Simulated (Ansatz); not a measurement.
F⁻ ··· CH$_{6}$Si

The pair of F⁻ (SMILES [F-], atom 1) and CH$_{6}$Si (SMILES C[SiH3], atoms 2–9), both closed shells, in one local arrangement (a lower one may exist), relaxed at PBE0-D4/def2-TZVPD:

```xyz
9
angstrom
F 1.0942 0.0744 -1.6153
C 0.5299 -0.1678 0.9620
Si -0.3969 0.1223 -0.6903
H 1.6127 -0.2655 0.8455
H 0.1387 -1.0734 1.4391
H 0.3172 0.6629 1.6442
H -0.6172 1.5400 -1.1872
H -1.7884 0.1762 0.0942
H -0.8902 -1.0690 -1.4922
```

Computed with Ansatz 0.2.0 (basis: def2-TZVPPD, with def2-QZVPPD for the basis limit); correlated methods freeze the cores. B3LYP uses VWN-RPA correlation. Extrapolation: Hartree–Fock as exp(−7.88 √X), correlation as X^−2.97. Interaction energies count from these two fragments, frozen as in the pair, with the counterpoise correction; negative means bound.

(1) What is the interaction energy by CCSD(T) at an estimated basis limit (MP2 extrapolated from triple and quadruple zeta, plus CCSD(T) − MP2 in triple zeta)? (Judge from chemistry; the value comes from the calculation.)

(2) Which atoms make the shortest contact between the fragments?

T1 diagnostic: at most 0.024.

Results:

(1) By the calculation: -63.34 kcal/mol. Hartree–Fock alone gives -64.82 kcal/mol at the basis limit. It counts from the two fragments frozen as in the pair.

The same quantity by other methods in triple zeta, and each one's difference from that estimate:
| method | E_int (kcal/mol) | difference |
| --- | --- | --- |
| PBE-D4 | -57.18 | 6.17 |
| revPBE-D4 | -56.39 | 6.95 |
| BLYP-D4 | -54.51 | 8.83 |
| r2SCAN-D4 | -62.84 | 0.50 |
| B97M-V | -64.71 | -1.37 |
| PBE0-D4 | -62.26 | 1.08 |
| B3LYP-D4 | -59.38 | 3.97 |
| HSE06-D4 | -62.22 | 1.13 |
| wB97X-V | -61.75 | 1.59 |
| wB97M-V | -62.78 | 0.57 |
| B2PLYP | -58.67 | 4.67 |
| HF | -63.84 | -0.50 |
| MP2 | -60.25 | 3.10 |
| CCSD | -61.10 | 2.24 |
| CCSD(T) | -60.34 | 3.00 |
Differences are method less estimate.

(2) F1 and Si3, 1.76 Å apart.

Energy to bend the free fragments (PBE0-D4 minima) into their shapes in the pair, CCSD(T)/def2-TZVPPD: CH$_{6}$Si 24.54 kcal/mol. This must be added to the interaction energy to get the binding energy from relaxed fragments.

Basis-set superposition shift (counterpoise-corrected less uncorrected): CCSD(T) 2.01; MP2 2.01; HF 0.11; PBE0-D4 0.15; wB97M-V 0.13 kcal/mol.

For scale, one of the runs: CCSD(T)/def2-TZVPPD, 227 basis functions, launched by `ansatz run in.yaml --threads 4 --pin off --events-out ev --progress --plain --max-ram 9574MiB`. Hardware: 4 CPU threads of an Arm Neoverse V1, shared host. Wall time 50 s; peak host memory 3.8 GiB.
